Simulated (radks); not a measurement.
All-electron atom: V4+ in [Ar] 3d1. Calculated with a radial shooting solver on a logarithmic mesh with Libxc functionals: Dirac Kohn-Sham, PBEsol, spin-unpolarised, spherical densities, finite nucleus; open shells fill j = l - 1/2 first; Fermi nuclear charge, rms radius 3.6002 fm.

Unscreened Slater integrals over Kohn-Sham orbitals (eV). Large and small components are both included. Empty in this configuration: 3d5/2.

F0(3d3/2,3d3/2): 23.062
F2(3d3/2,3d3/2): 11.089
F0(3d3/2,3p3/2): 24.036
F2(3d3/2,3p3/2): 11.681
G1(3d3/2,3p3/2): 14.420
G3(3d3/2,3p3/2): 8.8624
F0(3d3/2,3p1/2): 24.119
G1(3d3/2,3p1/2): 14.490
F0(3d3/2,3s1/2): 24.598
G2(3d3/2,3s1/2): 11.126
F0(3d3/2,3d5/2): 23.040
F2(3d3/2,3d5/2): 11.080
G2(3d3/2,3d5/2): 11.074
G4(3d3/2,3d5/2): 6.9786
F0(3p3/2,3p3/2): 25.274
F2(3p3/2,3p3/2): 12.761
F0(3p3/2,3p1/2): 25.365
G2(3p3/2,3p1/2): 12.798
F0(3p3/2,3s1/2): 25.875
G1(3p3/2,3s1/2): 17.234
F0(3p3/2,3d5/2): 24.012
F2(3p3/2,3d5/2): 11.672
G1(3p3/2,3d5/2): 14.414
G3(3p3/2,3d5/2): 8.8588
F0(3p1/2,3p1/2): 25.458
F0(3p1/2,3s1/2): 25.972
G1(3p1/2,3s1/2): 17.291
F0(3p1/2,3d5/2): 24.094
G3(3p1/2,3d5/2): 8.8885
F0(3s1/2,3s1/2): 26.534
F0(3s1/2,3d5/2): 24.572
G2(3s1/2,3d5/2): 11.118
F0(3d5/2,3d5/2): 23.017
F2(3d5/2,3d5/2): 11.071
F4(3d5/2,3d5/2): 6.9774
